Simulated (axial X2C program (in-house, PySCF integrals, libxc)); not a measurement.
Worked dissociation energy of LiGe⁺: HF, spin-free

All values were computed with an in-house relativistic program for diatomic molecules. Spin-free means the one-electron spin-free X2C Hamiltonian. Basis: Ge dyall-cv3z [9s9p7d4f1g], Li dyall-cv3z [7s8p2d] (cores contracted in-house); Gaussian nuclei, density fitting, unrestricted open shells. Masses: Ge 73.921 u, Li 7.016 u.

Molecular state: M_S = 1, Λ = 1 (beyond evenly filled blocks: σα, π+α).

```
E(Ge) (2M_S = 2, M_L = 0)  : -2097.117072 hartree
E(Li+) (2M_S = 0, M_L = 0) : -7.237072 hartree
E(LiGe⁺) at Re             : -2104.379200 hartree
ωe                         : 236.7 cm⁻¹
ωexe                       : 2.02 cm⁻¹
```

Task: Work out De and D0.

Result: De = -2097.117072 + (-7.237072) − (-2104.379200) = 0.02506 hartree = 0.682 eV. The zero-point energy is ωe/2 − ωexe/4 = 118 cm⁻¹ = 0.015 eV, so D0 = 0.667 eV.

One determinant describes the state; a PBE0 search over occupations chose it and may have missed a lower one. De is counted from the lowest determinant-based energies of the atoms at the same level, without counterpoise correction. Other states lie close and PBE0, whose exact exchange favours high spin, may order them wrongly; the determinant shown need not be the ground state. The nearest other spin-free determinant of the search, M_S = 0, Λ = 1, lies 0.31 eV up at the distance of the search. The atomic limit has a lower orbital projection than the molecule and lies lower at mean-field level, so De may be about a tenth of an eV too small. Spin-free De lacks the spin–orbit lowering of the heavy p-block atom, a tenth of an eV or more for 4p and 5p, up to an eV for 6p and one to two eV for 7p atoms, less what an open-shell molecule gains itself.

Hartree–Fock lacks correlation and underbinds, often by eV.

Each atomic determinant is the lowest at this level and need not be a pure term. Totals compare only within one Hamiltonian and basis.
